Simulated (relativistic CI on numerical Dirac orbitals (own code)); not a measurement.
**Electric-dipole lines of Co XII**

Method of calculation: Dirac-Coulomb-Breit CI, orbitals from a KLI potential per configuration, QED by a radiative potential, unscaled Slater integrals (own radial code, finite nucleus).

Configurations in the expansion (outside the closed core [Ne]): 3s²3p⁴, 3s3p⁵, 3p⁶, 3s²3p³3d, 3s3p⁴3d, 3p⁵3d, 3s3p³3d², 3s²3p³4s, 3s²3p³4p, 3s²3p²3d4p, 3p⁵4s, 3p⁵4p, 3s3p³3d4s, 3s²3p³4d, 3s3p⁴4s, 3s²3p³4f, 3s3p⁴4p, 3p⁴3d4p, 3s3p⁴4d, 3s²3p³5s, 3s²3p³5p, 3s3p⁴4f, 3s²3p²4s4p, 3s²3p³5d, 3s²3p³5f, 3s²3p³5g, 3s3p³4s², 3s²3p³6s, 3s3p⁴5s, 3s²3p²3d², 3s²3p3d³, 3s3p²3d³, 3s²3p3d²4s, 3s²3p3d²4p, 3s²3p3d²4d, 3p⁴3d², 3p³3d³, 3p³3d²4s, 3p³3d²4p, 3p³3d²4d, 3s²3p²3d4s, 3s3p²3d²4s, 3s²3p3d4s², 3s²3p3d4s4p, 3s²3p3d4s4d, 3p⁴3d4s, 3p³3d4s², 3p³3d4s4p, 3p³3d4s4d, 3s²3p²4s², 3s3p²3d4s², 3s²3p4s²4p, 3s²3p4s²4d, 3s²3p²4p², 3s²3p3d4p², 3s3p²3d4p², 3s²3p4s4p², 3s²3p4p³, 3s²3p4p²4d. Double excitations out of closed p, d and f shells are left out; levels of such configurations are missing from the list, as are those of other unlisted configurations, and high levels can miss mixing partners. These lack a partner that the ground configuration has and come out too high: 3s²3p³4f, 3s3p⁴4p, 3s3p⁴4d, 3s²3p³5s, 3s²3p³5p.

| λ vac (nm) | Lower | Upper | A (s⁻¹) | E lower (cm⁻¹) | E upper (cm⁻¹) |
| --- | --- | --- | --- | --- | --- |
| 16.326 | 3s3p⁵ ³P°2 [6] | 3s3p⁴3d ³D3 [102] | 1.35e+11 | 305438 | 917948 |
| 16.441 | 3s²3p⁴ ¹D2 [4] | 3s²3p³3d ¹F°3 [46] | 1.69e+11 | 43653 | 651899 |
| 16.475 | 3s²3p⁴ ³P2 [1] | 3s²3p³3d ³D°3 [42] | 1.55e+11 | 0 | 606990 |
| 16.498 | 3s3p⁵ ³P°2 [6] | 3s3p⁴3d ³P2 [99] | 8.25e+10 | 305438 | 911583 |
| 16.547 | 3s²3p⁴ ³P0 [3] | 3s²3p³3d ³D°1 [44] | 8.77e+10 | 17194 | 621547 |
| 16.657 | 3s²3p⁴ ³P1 [2] | 3s²3p³3d ³D°2 [43] | 1.17e+11 | 15663 | 616012 |
| 16.731 | 3s²3p³3d ³G°4 [23] | 3s²3p²3d² ³G4 [184] | 9.18e+10 | 490958 | 1088649 |
| 16.800 | 3s²3p³3d ³G°5 [24] | 3s²3p²3d² ³G5 [185] | 1.07e+11 | 493874 | 1089128 |
| 16.819 | 3s²3p⁴ ¹D2 [4] | 3s²3p³3d ¹D°2 [45] | 1.18e+11 | 43653 | 638226 |
| 16.850 | 3s²3p⁴ ¹S0 [5] | 3s²3p³3d ¹P°1 [48] | 1.36e+11 | 91698 | 685178 |
| 16.924 | 3s²3p³3d ⁵D°4 [14] | 3s²3p²3d² ⁵D3 [140] | 1.21e+11 | 419916 | 1010793 |
| 16.994 | 3s²3p³3d ⁵D°3 [13] | 3s²3p²3d² ⁵P3 [138] | 9.67e+10 | 418680 | 1007135 |
| 17.006 | 3s²3p³3d ⁵D°4 [14] | 3s²3p²3d² ⁵D4 [139] | 1.29e+11 | 419916 | 1007961 |
| 17.217 | 3s²3p⁴ ³P2 [1] | 3s²3p³3d ³P°1 [38] | 7.91e+10 | 0 | 580815 |
| 17.247 | 3s²3p⁴ ³P2 [1] | 3s²3p³3d ³P°2 [37] | 1.06e+11 | 0 | 579812 |
| 17.259 | 3s²3p³3d ¹G°4 [25] | 3s²3p²3d² ¹G4 [180] | 9.02e+10 | 501696 | 1081109 |
| 17.951 | 3s²3p³3d ¹F°3 [46] | 3s²3p²3d² ¹G4 [249] | 1.79e+11 | 651899 | 1208960 |
| 17.977 | 3s²3p³3d ³D°3 [42] | 3s²3p²3d² ³F4 [227] | 1.46e+11 | 606990 | 1163247 |
| 18.947 | 3s²3p³3d ³G°5 [24] | 3s²3p²3d² ³F4 [147] | 6.40e+10 | 493874 | 1021671 |
| 19.078 | 3s²3p³3d ⁵D°4 [14] | 3s²3p²3d² ⁵F5 [118] | 3.45e+10 | 419916 | 944089 |

Terms are leading LS components. Brackets give the number of a level in order of energy, since labels repeat. The list gives strong lines, with weight on those to low levels, without lines whose two gauges differ by over a factor of 2.5, among the lowest 400 of 8828 levels, so that lines to higher ones, which can be the strongest, are missing. Levels whose partners in the same complex of configurations lie outside the list can be far off, and so can their lines. Rates are taken at the computed energies, electric ones in the length gauge.

At this charge energies of transitions that change n are usually good to better than 1 %, and those within a shell (Δn = 0) to a few per cent.

LS names give the leading component of a level, which can be under half, so a name can repeat, a term be missing and a line seem to break the LS rules.
